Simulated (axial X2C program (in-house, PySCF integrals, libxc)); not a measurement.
Nuclear properties of TeOH

Calculated with an axial X2C code built on PySCF integrals: two-component X2C with atomic mean-field Coulomb and Gaunt terms, Gaussian nuclei, basis Te dyall-v3z, O dyall-av3z, H dyall-v3z with contracted cores.

Te–O–H held linear, with bonds 1.914 and 0.950 Å (near the PBE0 minimum at charge 0 of the determinant lowest at the starting distance; the state shown can have its own minimum elsewhere, held linear; other orders of the atoms were not compared).

Input and command:
```json
{"zs": [52, 8, 1], "q": 0, "bas": ["dyall-v3z", "dyall-av3z", "dyall-v3z"], "r0": [1.99, 0.96], "symm": 0, "scan": ["PBE0", "HF", "PBE"], "levels": ["PBE0", "HF", "BHandHLYP"], "nst": 2}
```
```bash
python solin.py task.json out
```

Keys: zs atomic numbers; q charge; bas basis sets; r0 starting distance in Å; symm equal bonds; scan levels of the two-bond scan; levels methods; nst determinants followed.

Determinant lowest in the PBE0 search, Ω = 3/2 (⟨Sz⟩ = 0.51, ⟨Lz⟩ = 0.99 at PBE0), spin on the atoms Te 0.47, O 0.05, H 0.00:

```csv
level,Eeff magnitude (GV/cm),Ws magnitude Te (kHz),A∥/gI Te (MHz),qzz Te (a.u.),A∥/gI O (MHz),qzz O (a.u.),A∥/gI H (MHz),qzz H (a.u.),μ (D)
PBE0,1.96,0.855,543,13.14,48.5,2.07,2.55,0.53,0.24
HF,6.46,2.64,635,13.18,51.6,2.11,2.03,0.53,-0.10
BHandHLYP,2.4,1.03,591,13.46,49.1,2.10,2.26,0.52,0.02
```

Determinant 0.49 eV from it at PBE0 and this distance, Ω = 1/2 (⟨Sz⟩ = -0.49, ⟨Lz⟩ = 0.99 at PBE0), spin on the atoms Te -0.43, O -0.06, H 0.00:

| level | Eeff magnitude (GV/cm) | Ws magnitude Te (kHz) | A∥/gI Te (MHz) | qzz Te (a.u.) | A∥/gI O (MHz) | qzz O (a.u.) | A∥/gI H (MHz) | qzz H (a.u.) | μ (D) |
| --- | --- | --- | --- | --- | --- | --- | --- | --- | --- |
| PBE0 | 2.92 | 3.18 | 3920 | 12.91 | 190 | 2.03 | 7.44 | 0.53 | 0.48 |
| HF | 2.22 | 2.36 | 4010 | 12.83 | 80.5 | 2.11 | 5.55 | 0.53 | 0.05 |
| BHandHLYP | 3.18 | 3.48 | 4000 | 13.09 | 151 | 2.07 | 6.79 | 0.52 | 0.23 |

Eeff is the effective electric field on the electron electric dipole moment in this Ω state and Ws the scalar–pseudoscalar constant of the nucleus named (defined with the proton number Z and per Ω); A∥ (defined per Ω) follows by multiplying with gI = μI/(I μN); qzz is the electric field gradient, eQq0 = 234.96 MHz × Q/barn × qzz; μ is positive if the H end (last atom) is positive. The operators were transformed with the bare-nucleus X2C matrices; with these basis sets, hyperfine constants and field gradients can be off by tens of per cent, and where levels differ in sign neither size nor sign is settled.

(1) With gI(125Te) = -1.7770, gI(17O) = -0.7575, Q(17O) = -0.02558 barn, gI(1H) = 5.5857 (g factors from the IAEA table of nuclear moments by Stone; Q from Pyykkö, Mol. Phys. 2018), turn the PBE0 values of the first state into constants in MHz.

The molecule was held linear; bending was not examined, so a bent shape may lie lower.

Each state is one determinant with collinear spin. Unrestricted Hartree–Fock can overshoot spin polarisation at the nuclei. Where Eeff spreads by more than a factor of two the levels disagree and none is to be relied on. The search compared states at one distance, so a state with another bond length can lie lower. PBE0 term energies can be off by some tenths of an eV.

Answers

(1) A∥(125Te) = 543 × -1.7770 = -965 MHz; A∥(17O) = 48.5 × -0.7575 = -36.7 MHz; eQq0(17O) = 234.96 × (-0.02558) × (2.07) = -12.4 MHz; A∥(1H) = 2.55 × 5.5857 = 14.2 MHz.
